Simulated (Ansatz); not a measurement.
Ideal-gas functions of BClH2Te, SMILES `ClB[TeH]` at 298.15 K and 1 bar, from an Ansatz frequency run at PBE0-D4/def2-TZVP.

Molar mass 175.88 g/mol, point group Cs (symmetry number 1), electronic degeneracy 1, moments of inertia 14.367, 338.88, 353.247 u Å². Harmonic wavenumbers (cm⁻¹, unscaled): 186, 332, 479, 672, 736, 857, 1060, 2157, 2667.

Use S(trans) = R[1.5 ln M + 2.5 ln T − 1.1517]; rotational temperatures θ = 24.2544 K / I; S(rot) = R[ln(√π/σ · √(T³/θAθBθC)) + 1.5]; for each mode x = 1.438777 ν̃/T, S = R[x/(eˣ − 1) − ln(1 − e⁻ˣ)] and H = RT x/(eˣ − 1); 1 cm⁻¹ = 0.0119627 kJ/mol; R = 8.31446 J/(mol·K).

Q: By hand: the entropy, in J/(mol·K).

A: Translation 173.3. Rotation: θ = 1.6882, 0.0716, 0.0687 K, giving 108.2. Vibration, mode by mode: 9.49, 5.23, 2.98, 1.43, 1.11, 0.69, 0.31, 0.00, 0.00, in all 21.2. Electronic 0.0. Sum 302.7 J/(mol·K).

Q: By hand: H − E and G − E in kJ/mol, counted from the electronic energy.

A: Zero-point energy ½ × 9146 × 0.0119627 = 54.7; thermal vibration 4.0; translation, rotation and pV give 4 RT = 9.9. H − E = 68.6 kJ/mol, and G − E = 68.6 − 298.15 × 302.7/1000 = -21.7 kJ/mol.

Vibration gives 7 % of the entropy.
